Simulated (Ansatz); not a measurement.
This geometry of ClH + H4OSn (8 atoms, charge 0, multiplicity 1) is a first-order saddle point.

Level of theory: Ansatz 0.2.0, RHF/def2-SVP.

```xyz
8
Properties=species:S:1:pos:R:3
Sn -0.042 0.046 -0.142
O 0.089 -0.227 1.917
H -0.653 -0.191 2.506
H 1.544 0.334 -0.628
H -1.007 1.455 -0.151
H -0.872 -1.279 -0.778
Cl 1.491 -2.477 1.453
H 0.691 -1.206 1.967
```

Task: Which two structures does it join? (They come from a converged band through this point; their orientation in space is the band's.)

Result: Bonds broken: Sn1–O2, Cl7–H8. Bonds formed: Sn1–Cl7, O2–H8. ClH + H4OSn becomes ClH3Sn + H2O.

Image 0:

```xyz
8
Properties=species:S:1:pos:R:3
Sn -0.241 0.230 -0.202
O -0.046 -0.327 1.700
H -0.747 -0.133 2.305
H 1.355 0.309 -0.776
H -1.035 1.742 -0.196
H -1.175 -0.958 -0.989
Cl 1.982 -2.696 2.162
H 1.148 -1.712 2.140
```

Image 6:

```xyz
8
Properties=species:S:1:pos:R:3
Sn 0.466 -0.093 -0.451
O -0.659 -0.489 2.540
H -1.323 -1.128 2.752
H 1.218 0.025 -1.979
H 0.354 1.423 0.294
H -0.982 -0.968 -0.567
Cl 2.000 -1.409 0.815
H 0.168 -0.907 2.740
```

Task: How far does it lie above each of them?

Result: 0.41 eV above the first and 1.30 eV above the second. This is the barrier of this one path; another mechanism may lie lower. The orbitals stay closed-shell, which can raise the energy where a bond breaks towards radicals; this wasn't checked here.

Run time: 5 min on 1 thread of AMD EPYC 7R43 64-Core Processor (Zen 3), with other jobs on the host, peak memory 0.17 GiB.
